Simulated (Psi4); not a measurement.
Psi4 input (wB97X-D/6-311+G**):

```
memory 1500 MB

molecule {
0 2
C    -0.00000000   -0.00000000   -0.62581252
N     0.00000000    0.00000000    0.53641073
symmetry c1
no_reorient
no_com
}

set {
  basis 6-311+G**
  reference uks
  scf_type pk
  dft_radial_points 99
  dft_spherical_points 590
  e_convergence 1e-8
  d_convergence 1e-7
  maxiter 150
}

e = energy('wb97x-d')
print_out(f'\nFINAL {e:.10f} DIPOLE {variable("CURRENT DIPOLE")[0]:.6f} {variable("CURRENT DIPOLE")[1]:.6f} {variable("CURRENT DIPOLE")[2]:.6f}\n')
```

From the output:

```
              A
    DOCC [     6 ]
    SOCC [     1 ]
    NA   [     7 ]
    NB   [     6 ]

  @UKS Final Energy:   -92.69633305674724

   => Energetics <=

    Nuclear Repulsion Energy =             19.1232130729960907
    One-Electron Energy =                -162.4334996473999126
    Two-Electron Energy =                  59.0631551632714036
    DFT Exchange-Correlation Energy =      -8.4492008429493879
    Empirical Dispersion Energy =          -0.0000008026654333
    VV10 Nonlocal Energy =                  0.0000000000000000
    Total Energy =                        -92.6963330567472354

  UHF NO Occupations:
  HONO-2 :    5  A 1.9971217
  HONO-1 :    6  A 1.9971217
  HONO-0 :    7  A 1.0000000
  LUNO+0 :    8  A 0.0028783
  LUNO+1 :    9  A 0.0028783
  LUNO+2 :   10  A 0.0011703
  LUNO+3 :   11  A 0.0000692

Computation Completed

Properties will be evaluated at   0.000000,   0.000000,   0.000000 [a0]

Properties computed using the SCF density matrix

 Multipole Moments:

 ------------------------------------------------------------------------------------
     Multipole            Electronic (a.u.)      Nuclear  (a.u.)        Total (a.u.)
 ------------------------------------------------------------------------------------

 L = 1.  Multiply by 2.5417464519 to convert [e a0] to [Debye]
 Dipole X            :         -0.0000000            0.0000000           -0.0000000
 Dipole Y            :         -0.0000000            0.0000000           -0.0000000
 Dipole Z            :         -0.6252672           -0.0000000           -0.6252672
 Magnitude           :                                                    0.6252672

 ------------------------------------------------------------------------------------

FINAL -92.6963330567 DIPOLE -0.000000 -0.000000 -0.625267

*** Psi4 exiting successfully. Buy a developer a beer!
```

The geometry given is a B3LYP-D3(BJ)/def2-TZVP minimum.
